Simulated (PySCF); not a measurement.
How methods differ on the ionisation energy of Cd³⁺

Cd³⁺ [Kr] 4d9 [4d3/2^4 4d5/2^5, M_J = 5/2] → Cd⁴⁺ [Kr] 4d8 [4d3/2^4 4d5/2^4, M_J = 4], as a difference of total energies. Computed with PySCF 2.14 in x2c-TZVPall-2c (8s9p7d1f, 77 functions), with the two-component X2C-1e Hamiltonian. Correlated levels: [Ar] 3d10 frozen; the 6 highest virtual spinors dropped. "Screened" scales the spin-orbit matrix elements by Boettger's factors to mimic the two-electron term; Breit and QED terms are absent.

```csv
method,ionisation energy (eV)
GHF (spin-free),51.011
GMP2 (spin-free),52.191
GHF (screened spin-orbit),50.796
GMP2 (screened spin-orbit),51.971
```

Task: How much does correlation contribute at GMP2 (screened spin-orbit)?

Result: 51.971 − (50.796) = 1.175 eV, measured against GHF (screened spin-orbit).

The spin-free rows relax to the high-spin LS determinant and lack the spin-orbit shift.

Errors of the correlated levels include the incompleteness of this basis and the frozen core.

The labels give the starting determinants; with spin-orbit coupling the two ends relaxed to ⟨J²⟩ = 8.75, ⟨L²⟩ = 6.02, ⟨S²⟩ = 0.77 and ⟨J²⟩ = 20.01, ⟨L²⟩ = 12.10, ⟨S²⟩ = 2.00.

For comparison: 51 ± 1.7 eV (theoretical estimate listed by NIST; NIST Atomic Spectra Database, ionization energies).
